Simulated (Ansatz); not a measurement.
Bi3. Charge 0, multiplicity 2. Geometry r2SCAN-D4/def2-SVPD, that of the charge -1 singlet; atoms count from 1.

```xyz
3

Bi   -0.9821   -1.0161    1.1222
Bi    1.7053    0.5597    0.1876
Bi   -0.7232    0.4565   -1.3098
```

In the def2 sets Bi takes a core potential; there is no spin–orbit coupling. The charge 0 doublet is spin-contaminated (final ⟨S²⟩ up to 0.94, 0.75 for a pure state). The structure comes from a short search, and lower isomers may exist.

(1) Estimate the Mulliken populations from the PBE0/def2-TZVPD orbitals of Ansatz.

(2) Where does the spin sit?

(3) And the Mayer bond orders between heavy atoms (over 0.3)?

Results:

(1) 
```csv
atom,charge (e),spin (α − β)
Bi1,-0.01,0.81
Bi2,-0.01,0.81
Bi3,0.03,-0.62
```
Mulliken values depend strongly on the basis. With diffuse functions, as here, like atoms can get unlike values, and bond orders can come out too low or too high.

(2) Summed by element: Bi 1.00, of 1 unpaired in all. Largest on single atoms: Bi1 0.81, Bi2 0.81, Bi3 -0.62.

(3) Bi1–Bi2 1.00 (3.25 Å); Bi1–Bi3 1.34 (2.85 Å); Bi2–Bi3 1.34 (2.85 Å).
